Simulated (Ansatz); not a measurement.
Relaxation of FH₈NW (11 atoms, charge 0, multiplicity 1), to a largest force component of 0.03 eV/Å in at most 50 steps.

Level of theory: Ansatz 0.2.0, RKS B3LYP/def2-SVP.

```xyz
11
Properties=species:S:1:pos:R:3:forces:R:3
W 0.281 0.270 -0.395 0.78 0.79 0.46
H 0.071 0.170 2.516 -1.14 -1.12 0.94
H 1.507 -0.601 0.361 0.01 -0.01 0.00
H -0.615 1.543 0.246 -0.01 0.00 0.01
H -1.306 -0.097 0.096 -0.02 0.00 0.00
H -0.128 -1.288 0.154 0.00 -0.01 0.00
F 0.380 0.271 -2.235 0.00 0.00 0.00
N 1.590 1.608 0.418 -0.61 -0.63 -0.77
H 2.513 1.360 0.760 0.04 -0.01 0.01
H 1.337 2.552 0.693 -0.01 0.02 0.01
H 0.510 0.608 2.148 0.96 0.97 -0.67
```

**Question.** Where does it end, and by what steps?

**Answer.** It converged. The force dipped under the threshold on the way, but the program's further checks kept it going. After 24 steps the energy has fallen by 0.247 eV; H2 moved furthest, 1.68 Å.

```tsv
step	energy less start (eV)	largest force component (eV/Å)	accepted
0	0.0000	1.136	yes
1	-0.1145	0.299	yes
2	-0.1476	0.249	yes
3	-0.1625	0.283	yes
4	-0.1836	0.238	yes
5	-0.2027	0.138	yes
6	-0.2085	0.144	yes
7	-0.2150	0.148	yes
8	-0.2163	0.061	yes
9	-0.2175	0.162	yes
10	-0.2193	0.190	yes
11	-0.2256	0.070	yes
12	-0.2315	0.088	yes
13	-0.2008	1.345	no
14	-0.2349	0.041	yes
15	-0.2360	0.164	yes
16	-0.2380	0.405	yes
17	-0.2409	0.143	yes
18	-0.2429	0.021	yes
19	-0.2452	0.047	yes
20	-0.2450	0.110	no
21	-0.2461	0.034	yes
22	-0.2463	0.122	yes
23	-0.2465	0.054	yes
24	-0.2467	0.010	yes
```

```xyz
11
Properties=species:S:1:pos:R:3
W 0.332 0.297 -0.854
H 0.580 0.767 4.007
H 1.485 -0.685 -0.115
H -0.676 1.486 -0.215
H -1.287 -0.112 -0.554
H -0.099 -1.305 -0.499
F 0.717 0.599 -2.643
N 1.284 1.310 0.554
H 2.183 1.039 0.944
H 1.000 2.226 0.891
H 0.623 0.775 3.247
```

Whether the end is a true minimum wasn't checked by a vibrational analysis.

Run time: 54 s on 2 threads of Intel(R) Xeon(R) 6975P-C (Granite Rapids) (shared host), peak memory 0.23 GiB.
